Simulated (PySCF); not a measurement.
SiFI, SMILES F[Si]I (connectivity only; charge and spin as stated), neutral, multiplicity 1. Heavy atoms are numbered as in [Si:1]([F:2])[I:3].

Coordinates come from a PBE0-D3(BJ)/def2-TZVP optimisation. The def2 effective core potentials stand for the cores of I; spin–orbit coupling is left out.

Method: CAM-B3LYP/def2-TZVPD in PySCF.

Mulliken values depend strongly on the basis, most of all with diffuse functions as here. ESP charges are fitted to the potential on shells at 1.4 to 2.0 van der Waals radii. Atomic charges (e), one atom of each kind:

| atom | Mulliken | ESP fit |
|---|---|---|
| Si1 | 0.28 | (withheld) |
| F2 | -0.16 | (withheld) |
| I3 | -0.11 | (withheld) |

### Question
Fill in the missing entries. (Estimate from the structure and the level; the computed values follow.)

### Answer

- Si1, ESP fit: 0.23
- F2, ESP fit: -0.14
- I3, ESP fit: -0.10
